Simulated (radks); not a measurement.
Results of a calculation; reference values are marked as such.
All-electron atom: N2- in [He] 2s2 2p5. Code: a radial shooting solver on a logarithmic mesh with Libxc functionals. Model: scalar-relativistic Kohn-Sham, PBE, spin-polarised, spherical densities, point nucleus; open shells are filled with parallel spins first; Watson sphere of charge +2 and radius 3.49 bohr.

Unscreened Slater integrals over Kohn-Sham orbitals (cm^-1). They are taken over the spin-up orbitals.

| integral | value |
|---|---|
| F0(2p,2p) | 106100 |
| F2(2p,2p) | 43582 |
| F0(2p,2s) | 121700 |
| G1(2p,2s) | 69903 |
| F0(2p,1s) | 166610 |
| G1(2p,1s) | 13339 |
| F0(2s,2s) | 142650 |
| F0(2s,1s) | 205880 |
| G0(2s,1s) | 13790 |
| F0(1s,1s) | 901000 |

Derived for the open shells (J is the average intra-shell exchange parameter used in DFT+U). 2p: J = F2/5 = 8716 cm^-1.
